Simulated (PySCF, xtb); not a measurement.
BI₂, SMILES I[B+]I, charge +1.

Harmonic wavenumbers (cm⁻¹) from GFN2-xTB (xtb 6.7.1) at its own minimum, in rising order: 197, 197, 263, 1248.

Q: What does PySCF 2.14.0 with PBE-D3(BJ)/def2-TZVP give at its own minimum? (The exact figures need the calculation; the answer reports its results.)

A: 223, 223, 226, 1085. Paired by order, the mean absolute difference is 63 cm⁻¹ and the zero-point energies are 2.7 and 2.5 kcal/mol.
